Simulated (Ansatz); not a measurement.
Calculated with Ansatz (gas phase, PBE0-D4/def2-TZVP geometries, no zero-point term in ΔE). CCSD(T)/CBS adds triple-zeta CCSD(T) − MP2 to the extrapolated MP2 energy (def2 sets, frozen cores). This one scheme is used for every species. Each species was taken in one conformer, which may not be the lowest.

Reaction (redistribution): `C#CB(O)F` + `OBO` → `C#CBO` + `OB(O)F`

```csv
species,CCSD(T)/CBS(def2) energy (Eh)
`C#CB(O)F`,-277.13346
`OBO`,-177.05255
`C#CBO`,-177.86821
`OB(O)F`,-276.31625
```

Task: Work out ΔE.

Result: ΔE = (-177.86821) + (-276.31625) − (-277.13346) − (-177.05255) = 0.00155 Eh = +4.1 kJ/mol.

Largest T1 diagnostic among the species: 0.015.

In def2-TZVPP, CCSD(T) changes the Hartree–Fock value by +4.7 kJ/mol (the triples alone add +0.9 kJ/mol) and MP2 by +5.4 kJ/mol.
